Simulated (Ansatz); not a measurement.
Cost and result for the atomization energy of C₃H₉GaSSiSn, SMILES `C#C[S][SnH]([GaH2])[CH2][SiH3]` (16 atoms, 15 bonds).

```xyz
16

C    -2.185    2.134   -2.631
C    -1.267    1.354   -2.706
S     0.026    0.295   -2.832
Sn   -0.390   -0.876   -0.721
Ga    1.752   -2.158    0.118
C    -0.381    0.727    0.755
Si    0.723    0.135    2.112
H    -2.997    2.819   -2.579
H    -1.969   -1.515   -0.873
H     1.585   -3.333    1.142
H     3.126   -1.802   -0.545
H    -1.388    0.955    1.108
H     0.019    1.607    0.247
H     1.401    1.159    2.949
H     1.892   -0.633    1.480
H     0.052   -0.867    2.978
```

The species carries charge 0 and has multiplicity 1. Correlated methods include outer-core shells of Ga, Sn, which these sets cover unevenly. Scalar relativity is left out up to krypton. Sn: def2 effective core potential. All single points use the PBE0-D4/def2-TZVP geometry. It is one conformer, not always the lowest. Program: Ansatz. All runs use 2 threads of an AMD EPYC 7R13 on a shared host and a share of an NVIDIA H100 80 GB. Times are those of one run each, without the atoms' runs, and a repeat can differ threefold. Electronic energies, without spin–orbit coupling; frozen cores. CCSD(T)/CBS adds CCSD(T) − MP2 in def2-TZVPP to the MP2 limit, and its time is that of the two runs behind it. T1 = 0.014. With those shells the extrapolation isn't a true limit. B3LYP takes the VWN-RPA correlation (the form of Gaussian; ORCA's B3LYP/G).

CCSD(T)/CBS is a level of theory with its own doubt, some kJ/mol a heavy atom from the limit and from the frozen cores, so smaller differences don't rank the functionals.

| level | functions | wall time |
| --- | --- | --- |
| BLYP-D4/def2-TZVPP | 401 | 2.3 s |
| PBE-D4/def2-TZVPP (with forces) | 401 | 2.9 s |
| CAM-B3LYP-D4/def2-TZVPP | 401 | 2.9 s |
| PBE0-D4/def2-TZVPP | 401 | 3.1 s |
| CCSD(T)/def2-SVP | 181 | 3.1 s |
| r2SCANh-D4/def2-TZVPP | 401 | 3.1 s |
| B2PLYP/def2-TZVPP | 401 | 3.6 s |
| PBE-QIDH/def2-TZVPP | 401 | 3.8 s |
| B3LYP-D4/def2-TZVPP (with forces) | 401 | 3.9 s |
| ωB97M-V/def2-TZVPP (with forces) | 401 | 6 s |
| MP2/def2-QZVPP | 752 | 11 s |
| CCSD(T)/def2-TZVPP | 401 | 23 s |
| CCSD(T)/CBS(def2) | – | 34 s |

Question: What atomization energy does each give, and how far from CCSD(T)/CBS? (Estimate.)

Answer: Ansatz gave: 
```csv
level,atomization (kcal/mol),difference from CCSD(T)/CBS,per bond
BLYP-D4/def2-TZVPP,1230.4,-18.5,-1.2
PBE-D4/def2-TZVPP (with forces),1259.1,10.2,0.7
CAM-B3LYP-D4/def2-TZVPP,1239.6,-9.3,-0.6
PBE0-D4/def2-TZVPP,1242.9,-6.0,-0.4
CCSD(T)/def2-SVP,1164.2,-84.7,-5.6
r2SCANh-D4/def2-TZVPP,1240.8,-8.1,-0.5
B2PLYP/def2-TZVPP,1222.0,-26.9,-1.8
PBE-QIDH/def2-TZVPP,1237.1,-11.8,-0.8
B3LYP-D4/def2-TZVPP (with forces),1236.8,-12.1,-0.8
ωB97M-V/def2-TZVPP (with forces),1242.9,-6.0,-0.4
MP2/def2-QZVPP,1247.8,-1.1,-0.1
CCSD(T)/def2-TZVPP,1215.4,-33.5,-2.2
CCSD(T)/CBS(def2),1248.9,0.0,0.0
```

The D4 term adds +20.9 kcal/mol with B3LYP and +11.2 kcal/mol with PBE0; it sums over pairs of atoms, weighted by their polarisabilities, and B3LYP, whose exchange is more repulsive, gets the larger term. At CCSD(T), def2-SVP lies −84.7 kcal/mol from the extrapolated value and def2-TZVPP −33.5 kcal/mol: correlation converges slowly with the basis, and small sets miss more of it in the bonded molecule than in its fragments. Leaving LDA and LC-ωPBE aside and taking each functional with its dispersion term where it has one, the values, not all of them listed here, spread over 49.1 kcal/mol, from BHLYP-D4 to PBE-D4. LDA lies +172.5 kcal/mol from PBE without D4, its usual overbinding.

Spin–orbit coupling would lower the free Sn atoms strongly, and the atomization energy with them, by more than many differences here. For some Ge, Se and Sn compounds the MP2-based and the directly extrapolated limit differ by 10 to 25 kJ/mol.
